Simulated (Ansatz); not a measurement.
CH$_{5}$BCl$_{2}$Sn, SMILES `B[CH2][SnH]([Cl])[Cl]`. The species carries charge 0 and has multiplicity 1. Sn: def2 effective core potential.

```json
{"atom": "B1", "x (Å)": "1.4435", "y (Å)": "-0.6509", "z (Å)": "-0.3020"}
{"atom": "C2", "x (Å)": "-0.0483", "y (Å)": "-1.0119", "z (Å)": "-0.2308"}
{"atom": "Sn3", "x (Å)": "-1.0026", "y (Å)": "0.8778", "z (Å)": "0.1515"}
{"atom": "Cl4", "x (Å)": "-1.8703", "y (Å)": "0.7895", "z (Å)": "2.3003"}
{"atom": "Cl5", "x (Å)": "0.5673", "y (Å)": "2.5908", "z (Å)": "0.1687"}
{"atom": "H6", "x (Å)": "2.1051", "y (Å)": "-0.6262", "z (Å)": "0.6931"}
{"atom": "H7", "x (Å)": "1.9423", "y (Å)": "-0.3491", "z (Å)": "-1.3462"}
{"atom": "H8", "x (Å)": "-0.3693", "y (Å)": "-1.6075", "z (Å)": "0.6260"}
{"atom": "H9", "x (Å)": "-0.5175", "y (Å)": "-1.3539", "z (Å)": "-1.1555"}
{"atom": "H10", "x (Å)": "-2.2500", "y (Å)": "1.3414", "z (Å)": "-0.9050"}
```

(1) List the harmonic frequencies (cm⁻¹, unscaled) at PBE0-D4/def2-TZVP in Ansatz. (Estimate.)

Answers

(1) Ansatz gave: 5i, 91, 113, 132, 187, 288, 372, 378, 495, 551, 566, 666, 889, 942, 1032, 1038, 1093, 1249, 1435, 1971, 2588, 2672, 3081, 3154.
